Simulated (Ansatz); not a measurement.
All numbers were calculated with Ansatz.

A structure relaxed at PBE0-D4/def2-TZVP, charge 0, multiplicity 1:

```xyz
18

C     1.8105   -0.8146   -2.5585
O     1.4047   -0.8655   -1.1949
C     0.3644   -0.0816   -0.8795
O    -0.1982    0.6197   -1.6795
C    -0.0022   -0.1819    0.5672
C    -1.4944   -0.4130    0.8955
C    -1.3605    0.5955    2.0494
C    -0.1046    1.1464    1.3525
H     2.1099    0.1980   -2.8326
H     2.6528   -1.4975   -2.6448
H     0.9962   -1.1275   -3.2136
H     0.6414   -0.9016    1.0734
H    -2.1154   -0.0174    0.0899
H    -1.8021   -1.4334    1.1259
H    -2.1888    1.2829    2.2237
H    -1.1126    0.0992    2.9901
H    -0.3525    1.9617    0.6707
H     0.7515    1.4307    1.9650
```

(1) Give its formula and SMILES.

(2) Point group (tolerance 0.08 Å, 0.16 Å for H)?

(3) Summarise the bond lengths by kind.

## Answers

(1) C6H10O2, `COC(=O)C1CCC1`.

(2) Cs.

(3) 3 × C–O 1.203 to 1.424 Å; 10 × C–H 1.088 to 1.092 Å; 5 × C–C 1.496 to 1.546 Å.
